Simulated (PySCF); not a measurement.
## Correlation energy of Te (tellurium, neutral)

[Kr] 4d10 5s1 5p4 6s1, high-spin 5P determinant (an excited configuration). All numbers are calculated (PySCF 2.14, a scalar-relativistic core potential, in aug-cc-pwCVTZ-PP with ECP28MDF). Frozen: 4s2 4p6 4d10; 6 electrons correlated.

```csv
level,correlation energy (mhartree)
CCSD,-108.86
(T),-11.85
CCSD(T),-120.71
```

Diagnostics: T1 = 0.027, D1 = 0.0735, largest double amplitude 0.232.

Problem. Is a single reference adequate?

Solution. Not fully. The outer electron is Rydberg-like, and this basis confines it to a smaller radius and binds it less than a complete one would. A double-excitation amplitude exceeds 0.15, a sign of near-degeneracy.
